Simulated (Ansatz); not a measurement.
System: C₂H₆BO₂, net charge 0, doublet state. It need not be the lowest isomer of its formula. 
Coordinates optimised at B3LYP-D3(BJ)/def2-TZVP (Ansatz, a quantum-chemistry and plane-wave program):
SMILES: OB(C[CH2])O
```xyz
11

C      1.8055    -0.4725     0.6136
C      0.9614    -0.3719    -0.6067
B     -0.4814     0.1392    -0.1726
O     -0.7568     1.4725    -0.2485
O     -1.4593    -0.6894     0.3188
H      2.2667     0.4104     1.0333
H      1.8362    -1.3813     1.1990
H      0.8858    -1.3422    -1.1082
H      1.3852     0.3442    -1.3156
H     -1.6348     1.6889     0.0869
H     -1.2051    -1.6149     0.3639
```
Charge 0, spin multiplicity 2.

Computed values are from Ansatz. Correlated levels leave the core frozen unless marked. UHF or UKS for open shells. No spin-orbit coupling. No relativistic terms. CBS(X,Y): correlation extrapolated as X^-3; Hartree-Fock from the larger set.

**Question.** What is the dipole moment at CCSD(T)/aug-cc-pVDZ?

**Answer.** 1.35 D.

**Question.** What is the T1 diagnostic at CCSD/cc-pVQZ?

**Answer.** 0.013.

**Question.** What is the atomisation energy De at CCSD(T)/CBS(cc-pVTZ,cc-pVQZ)?

**Answer.** 4496.4 kJ/mol.

**Question.** What is the total energy at CCSD(T)/CBS(cc-pVTZ,cc-pVQZ)?

**Answer.** -254.9011 Eh.
